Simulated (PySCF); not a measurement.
Al(Br)2(OMe) (CH3AlBr2O), SMILES C[O][Al]([Br])[Br]. Atoms are numbered in the order given.

```xyz
8

Al    -0.3917     0.0034     0.0000
Br     0.2450    -2.1337     0.0000
Br     1.1281     1.6499     0.0000
O     -2.0309     0.3572     0.0000
C     -2.8849     1.4572     0.0000
H     -3.5358     1.4347    -0.8903
H     -3.5358     1.4347     0.8903
H     -2.3401     2.4185     0.0000
```

Coordinates come from a PBE0-D3(BJ)/def2-SVP optimisation. Other conformers were not sampled.

Computed with PBE0/pcSseg-1 (PySCF).

GIAO shieldings, no solvent; atoms alike by connectivity are averaged. δ = σ(ref) − σ: ¹⁷O against H2O (σ = 334.2 ppm); ¹³C against TMS (σ = 186.3 ppm); ¹H against TMS (σ = 31.56 ppm), references at their B3LYP-D3(BJ)/def2-TZVP geometries, non-relativistic (without spin–orbit terms, shifts of atoms bonded to Cl or Br come out too high).

```
nucleus       atoms  count  δ (ppm)
-------  ----------  -----  -------
¹⁷O              O4      1     54.1
¹³C              C5      1     56.6
¹H       H6, H7, H8      3     4.23
```
